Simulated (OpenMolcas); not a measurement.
**Fe I: effect of the basis set**

```json
{"Program": "OpenMolcas", "Method": "MS-CASPT2, IPEA 0.25 Eh, imaginary shift 0.1 Eh (closed shells correlated: 3s 3p)", "Active space": "8 electrons in 6 orbitals (3d 4s)", "State averaging": "2S+1 = 5 even, 15 roots; 2S+1 = 3 even, 73 roots kept (CI in the orbitals of an earlier block); 2S+1 = 1 even, 50 roots kept (CI in the orbitals of an earlier block)", "Spin-orbit coupling": "RASSI with atomic mean-field integrals over the reference wave functions, term energies averaged over their components"}
```

A. ANO-RCC-VDZP [5s4p2d1f], DKH2, point nucleus; CASPT2 step of the order of 19 core-seconds
B. ANO-L-VTZP [6s5p3d2f1g], non-relativistic, point nucleus; CASPT2 step of the order of 40 core-seconds
C. ANO-R3 [7s5p5d3f2g1h], X2C, finite nucleus; CASPT2 step of the order of 60 core-seconds

Energies in eV above 3d6 4s2 5D4, the measured ground level; measured values from NIST Handbook of Basic Atomic Spectroscopic Data.

```json
{"Level": "3d6 4s2 5D4", "A": "0.0000", "B": "0.0000", "C": "0.0000", "Measured": "0.0000"}
{"Level": "3d6 4s2 5D3", "A": "0.0481", "B": "0.0486", "C": "0.0480", "Measured": "0.0516"}
{"Level": "3d6 4s2 5D2", "A": "0.0824", "B": "0.0833", "C": "0.0823", "Measured": "0.0873"}
{"Level": "3d6 4s2 5D1", "A": "0.1046", "B": "0.1058", "C": "0.1045", "Measured": "0.1101"}
{"Level": "3d6 4s2 5D0", "A": "0.1156", "B": "0.1169", "C": "0.1154", "Measured": "0.1213"}
{"Level": "3d7 4s 5F5", "A": "1.821", "B": "1.552", "C": "1.432", "Measured": "0.8590"}
{"Level": "3d7 4s 5F4", "A": "1.881", "B": "1.611", "C": "1.492", "Measured": "0.9146"}
{"Level": "3d7 4s 5F3", "A": "1.928", "B": "1.659", "C": "1.538", "Measured": "0.9582"}
{"Level": "3d7 4s 5F2", "A": "1.962", "B": "1.694", "C": "1.573", "Measured": "0.9901"}
{"Level": "3d7 4s 5F1", "A": "1.984", "B": "1.717", "C": "1.595", "Measured": "1.0111"}
{"Level": "3d7 4s 3F4", "A": "2.426", "B": "2.082", "C": "1.959", "Measured": ""}
{"Level": "3d7 4s 3F3", "A": "2.505", "B": "2.162", "C": "2.037", "Measured": ""}
{"Level": "3d6 4s2 3P2", "A": "2.524", "B": "2.587", "C": "2.458", "Measured": "2.2786"}
{"Level": "3d7 4s 3F2", "A": "2.560", "B": "2.219", "C": "2.093", "Measured": ""}
{"Level": "3d6 4s2 3P1", "A": "2.662", "B": "2.726", "C": "2.597", "Measured": "2.4242"}
{"Level": "3d6 4s2 3H6", "A": "2.676", "B": "2.623", "C": "2.538", "Measured": "2.4041"}
{"Level": "3d6 4s2 3H5", "A": "2.702", "B": "2.649", "C": "2.560", "Measured": "2.4327"}
{"Level": "3d6 4s2 3H4", "A": "2.720", "B": "2.668", "C": "2.579", "Measured": "2.4534"}
{"Level": "3d6 4s2 3P0", "A": "2.733", "B": "2.797", "C": "2.667", "Measured": "2.4844"}
{"Level": "3d6 4s2 3F4", "A": "2.830", "B": "2.802", "C": "2.709", "Measured": "2.5592"}
{"Level": "3d6 4s2 3F3", "A": "2.854", "B": "2.827", "C": "2.735", "Measured": "2.5881"}
{"Level": "3d6 4s2 3F2", "A": "2.875", "B": "2.847", "C": "2.760", "Measured": "2.6085"}
{"Level": "3d7 4s 3G5", "A": "3.268", "B": "3.408", "C": "2.874", "Measured": ""}
{"Level": "3d7 4s 3G4", "A": "3.305", "B": "3.442", "C": "2.914", "Measured": ""}
```

Deviations, from unrounded energies. A percentage is the sum of absolute deviations over the sum of measured energies, with the sign that they share, or ± where signs differ.

```
                        Against measurement  Levels       A      B      C
             mean absolute deviation (cm-1)      18    3200   2600   1900
      fine structure of the ground term (%)       4    -5.3   -4.2   -5.4
other terms of the ground configuration (%)       9   +10.5  +10.3   +6.2
                   other configurations (%)       5  +102.3  +73.9  +61.2
```

C lies closest to measurement on these levels and A furthest from it. The largest miss of C in the table is 3d7 4s 5F1, by +4700 cm-1. The ranking rests on the paired levels alone, and a cruder setting can come out closer through cancelling errors.

Among A to C the level of the table that moves most is 3d7 4s 3G5, by 4300 cm-1 (lowest in C, highest in B). Moves below CASPT2's spread within the term are not significant.

CASPT2 does not keep the components of a term degenerate, so their means are used; among the terms shown or strongly mixed into the levels shown the widest spread is 1700 cm-1 (3d7 4s 5F, B). Over all roots computed the reference weight is 0.85 to 0.90 in B; the roots of lowest weight are the least certain, and an intruder state may touch them. Blocks of more than 70 roots (2S+1 = 3 even) ran without multistate coupling. Terms from blocks run as CI alone lack orbitals of their own. A single d shell beside an s shell can misplace configurations of different d count against each other. The CASPT2 spread within a term exceeds the gap to the next term for 3d6 4s2 3H and 3d6 4s2 3P, so the order of their levels is uncertain (figures for B; the like holds for C). Configurations are named by rounded mean occupations; where the s occupation lies near a half they are strongly mixed, a name can repeat and a true partner stay unpaired (holds for A; C). Measured partners are found by configuration, term and J. A level has none where our copy of the source lacks it or the pairing is in doubt (some pairs that miss far off the trend of their configuration count as doubtful), and it then counts in no deviation. Only configurations of the active space appear. The table leaves out levels that lie high or whose names do not pair safely across all columns.
